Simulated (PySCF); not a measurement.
**Static response to an electric field**

Species: IF₅.
Structure used (PBE0-D3(BJ)/def2-SVP), in Å, numbered top down from 1:
```xyz
6
IF5 angstrom
I      0.0003    0.0014   -0.4677
F     -0.0012   -0.0035    1.4095
F      1.9053    0.0046   -0.2343
F     -0.0038    1.9058   -0.2296
F     -1.9051   -0.0039   -0.2372
F      0.0045   -1.9044   -0.2408
```

Level: CAM-B3LYP/def2-SVPD (PySCF), static field, nuclei fixed, core orbitals frozen in the response. The polarisability tensor in these axes (au):

```
x   48.27  0.00  0.01
y    0.00 48.27  0.04
z    0.01  0.04 36.59
```

Task: What are the eigenvalues, a third of the trace, and Δα (Δα² = ½Σ(αi − αj)² over the three pairs)?

Result: Principal values 36.59, 48.27 and 48.27 au; mean 44.37 au = 6.58 Å³ = 7.32 × 10⁻⁴⁰ C²·m²/J; Δα = 11.68 au (26 % of the mean).

Task: What is the dipole moment, and where does it point?

Result: (0.00, 0.01, -2.69) D, 2.69 D in size, pointing from the negative to the positive side. Measured along this direction, the outermost atoms are F2 at the negative end and I1 at the positive end.

Task: What depolarisation ratio follows for Rayleigh scattering of linearly polarised light, taking the static tensor?

Result: ρ = 3Δα²/(45ᾱ² + 4Δα²) = 409.4/(88610 + 545.8) = 0.00459.

Task: Refractivity n − 1 of an ideal gas of it at 273.15 K and 1 atm, from the electronic α?

Result: N = p/kT = 2.6868 × 10¹⁹ cm⁻³, so n − 1 = 2π × N × 6.58 × 10⁻²⁴ cm³ = 1110 × 10⁻⁶ at long wavelengths, for an ideal gas.

Task: Sum over states: ᾱ = Σ f/ω², ω in Eh. What share falls to these 10 lowest TDDFT singlets (eV, f)? 5.96, 0.0292; 6.98, 0.0003; 6.98, 0.0003; 7.09, 0.0000; 7.58, 0.0192; 7.58, 0.0191; 7.71, 0.0000; 7.94, 0.1246; 7.94, 0.1246; 8.48, 0.0000.

Result: They add up to 4.03 au, 9.1 % of the 44.37 au; the largest single term is 1.46 au, from the state at 7.94 eV. Terms in order: 0.61, 0.01, 0.01, 0.00, 0.25, 0.25, 0.00, 1.46, 1.46, 0.00 au. Higher excitations give the rest. The strengths listed sum to 0.317.

Task: In a dilute gas of rigid molecules at 298 K, how does the orientational term μ²/3kT compare with the electronic polarisability?

Result: In Gaussian units μ²/3kT = 58.43 Å³ against 6.58 Å³, a ratio of 8.89; the Debye molar polarisation (4π/3)N_A(α + μ²/3kT) is 164.0 cm³/mol, leaving out the vibrational part.

Isolated species at its PBE0-D3(BJ)/def2-SVP geometry, gas phase. Atoms past krypton carry effective core potentials; spin–orbit coupling is left out.
